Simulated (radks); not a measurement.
Results of a calculation; reference values are marked as such.
Q: Coherent X-ray form factor from a spherical all-electron density. Level of theory: scalar-relativistic Kohn-Sham, PBEsol, spin-polarised, spherical densities, finite nucleus; Fermi nuclear charge, rms radius of each element as measured or else 0.836 A^(1/3) + 0.57 fm (a radial shooting solver on a logarithmic mesh with Libxc functionals).

| sin(theta)/lambda (1/angstrom) | f0 (electrons) |
|---|---|
| 0.05 | 44.872 |
| 0.1 | 44.493 |
| 0.15 | 43.872 |
| 0.2 | 43.028 |
| 0.25 | 41.983 |
| 0.3 | 40.766 |
| 0.4 | 37.941 |
| 0.5 | 34.813 |
| 0.6 | 31.633 |
| 0.8 | 25.864 |
| 1 | 21.489 |
| 1.25 | 17.896 |
| 1.5 | 15.552 |
| 2 | 11.949 |

The species is in the configuration that NIST lists as its ground one. Which atom or ion scatters so?

A: The terbium ion Tb20+, [Kr] 4d9. Extrapolating in s^2 from the first two rows gives f0(0) = 45.0, near the electron count 45; among species with that count, the fall with angle is slower the higher Z, and the table is that of Z = 65; from so few rows the species is fixed only to a neighbour or two.
